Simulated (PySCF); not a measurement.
## Ionisation energy of Re⁶³⁺ by level of theory

Re⁶³⁺ [Ne] 3s2 (1S) → Re⁶⁴⁺ [Ne] 3s1 (2S), as a difference of total energies. Computed with PySCF 2.14 in an even-tempered Gaussian basis (17 s from 18 bohr⁻², ratio 2.5; 12 p from 24 bohr⁻², ratio 2.5; 4 d from 87 bohr⁻², ratio 2.7; 4 f from 130 bohr⁻², ratio 2.7), with the spin-free X2C one-electron Hamiltonian (Gaussian nucleus). Correlated levels: outer shells: 1s2 frozen; virtual orbitals above 40 to 60 times the deepest correlated orbital energy dropped. The calculations carry no spin-orbit coupling.

| method | ionisation energy (eV) |
| --- | --- |
| UHF | 7235.0 |
| LDA | 7240.1 |
| PBE | 7244.8 |
| PBE0 | 7242.6 |
| r2SCAN | 7234.4 |
| MN15 | 7240.1 |
| B97-3 | 7241.5 |
| MP2 (outer shells) | 7238.3 |
| SCS-MP2 (outer shells) | 7238.7 |

Question: How much does correlation contribute at MP2 (outer shells)?

Answer: 7238.3 − (7235.0) = 3.3 eV, measured against UHF.

Breit and QED terms and the two-electron picture change are absent.

For comparison: 7230 ± 19 eV (theoretical estimate listed by NIST; NIST Atomic Spectra Database, ionization energies).
